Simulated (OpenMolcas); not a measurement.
## Sr⁺: effect of the basis set

```
Program             : OpenMolcas 26.06
Method              : CASSCF
Active space        : 1 electron in 9 orbitals (4d 5s 5p)
State averaging     : 2S+1 = 2 even, 6 roots; 2S+1 = 2 odd, 3 roots
Spin-orbit coupling : state interaction with AMFI integrals over the reference wave functions, term energies averaged over their components
```

A. ANO-R2 [6s5p3d1f], X2C, finite nucleus; cost of the order of 5 core-seconds
B. ANO-RCC-VTZP [7s6p3d1f], DKH2, point nucleus; cost roughly 5 core-seconds
C. ANO-RCC-VQZP [8s7p4d2f1g], DKH2, point nucleus; cost about 10 core-seconds
D. ANO-RCC [11s10p7d4f2g], DKH2, point nucleus; cost of the order of 20 core-seconds

Energies in cm⁻¹ above 5s ²S_1/2, the measured ground level; measured values from NIST Handbook of Basic Atomic Spectroscopic Data.

```
     Level      A      B      C      D  Measured
 5s ²S_1/2    0.0    0.0    0.0    0.0       0.0
 4d ²D_3/2  16508  16184  16136  15427     14556
 4d ²D_5/2  16782  16452  16402  15730     14836
5p ²P°_1/2  25326  21611  21559  21482     23715
5p ²P°_3/2  26114  22139  22119  22025     24517
```

Deviations, from unrounded energies. A percentage is the sum of absolute deviations over the sum of measured energies, with the sign that they share, or ± where signs differ.

```csv
Against measurement,Levels,A,B,C,D
mean absolute deviation (cm-1),4,1800,1900,1900,1600
other configurations (%),4,+9.2,±10.0,±9.9,±8.4
```

D lies closest to measurement on these levels and B furthest from it. The largest miss of D in the table is 5p ²P°_3/2, by -2500 cm-1. The ranking rests on the paired levels alone, and a cruder setting can come out closer through cancelling errors.

Among A to D the level of the table that moves most is 5p ²P°_3/2, by 4100 cm-1 (lowest in D, highest in A).

ANO sets are built for ground and valence states and can reach diffuse excited orbitals poorly. With one active electron the reference holds no correlation, so core polarisation is missing. The ANO-R sets hold no well-fitted valence p shell for this element, so s → p excitations can come out far too high (holds for A). Measured partners are found by configuration, term and J. A level has none where our copy of the source lacks it or the pairing is in doubt (some pairs that miss far off the trend of their configuration count as doubtful), and it then counts in no deviation. Only configurations of the active space appear.

° marks odd parity.
